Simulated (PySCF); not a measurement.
C7H10, SMILES C#C/C=C\C(C)C, GFN2-xTB optimised geometry.

```
17

C      2.03     0.81    -0.02
C      1.18    -0.05    -0.02
C      0.31    -1.15     0.00
C     -1.03    -1.15     0.00
C     -1.99     0.00     0.00
C     -2.74     0.01     1.34
C     -1.37     1.36    -0.26
H      2.73     1.59    -0.03
H      0.83    -2.10     0.02
H     -1.52    -2.12     0.03
H     -2.73    -0.21    -0.79
H     -3.23    -0.95     1.52
H     -2.05     0.20     2.15
H     -3.50     0.78     1.34
H     -0.81     1.36    -1.19
H     -0.70     1.64     0.54
H     -2.16     2.12    -0.34
```

Density from PBE0/def2-SVP (PySCF) at that geometry.

Minimum of the electron density along straight lines between bonded atoms, close to the bond critical point (lines longer than 1.1 times the sum of covalent radii, or with two minima, are not listed):

```csv
bond,length / Å,ρ at the minimum / e bohr⁻³,∇²ρ there / e bohr⁻⁵,position (fraction from the first atom)
C1–C2,1.202,0.397,-1.04,0.48
C2–C3,1.410,0.289,-0.74,0.52
C3–C4,1.332,0.337,-0.88,0.50
C4–C5,1.500,0.256,-0.60,0.51
C5–C6,1.535,0.239,-0.53,0.50
C5–C7,1.524,0.245,-0.56,0.51
C1–H8,1.049,0.293,-1.22,0.65
C3–H9,1.086,0.279,-1.05,0.63
C4–H10,1.084,0.282,-1.07,0.63
C5–H11,1.099,0.273,-0.97,0.62
C6–H12,1.088,0.276,-1.01,0.62
C6–H13,1.088,0.277,-1.01,0.63
C6–H14,1.088,0.276,-1.01,0.62
C7–H15,1.087,0.278,-1.02,0.63
C7–H16,1.086,0.278,-1.03,0.63
C7–H17,1.088,0.275,-0.99,0.62
```
